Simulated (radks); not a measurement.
Coulomb parameter of the 4f shell of the samarium ion Sm3+ in the model configuration [Xe] 4f3.5 6p1.5, as a second difference U = [E(n + 0.25) + E(n - 0.25) - 2 E(n)] / (0.25)^2 with all orbitals relaxed. "Bare": the charge of the atom changes with n. "Screened": the 6p shell takes up the change at fixed total charge, which measures U(4f,4f) + U(6p,6p) - 2 U(4f,6p). Method: scalar-relativistic Kohn-Sham, PBE, spin-unpolarised, spherical densities, finite nucleus; Fermi nuclear charge, rms radius 5.0819 fm; computed with a radial shooting solver on a logarithmic mesh with Libxc functionals.

case	configuration	E - E(n) (eV)
start	[Xe] 4f3.5 6p1.5	0.000
bare +0.25	[Xe] 4f3.75 6p1.5	-11.778
bare -0.25	[Xe] 4f3.25 6p1.5	13.045
screened +0.25	[Xe] 4f3.75 6p1.25	-6.948
screened -0.25	[Xe] 4f3.25 6p1.75	7.579

U(bare) = 20.276 eV, U(screened by 6p) = 10.087 eV, against the Slater integral F0(4f,4f) = 30.319 eV with frozen orbitals.
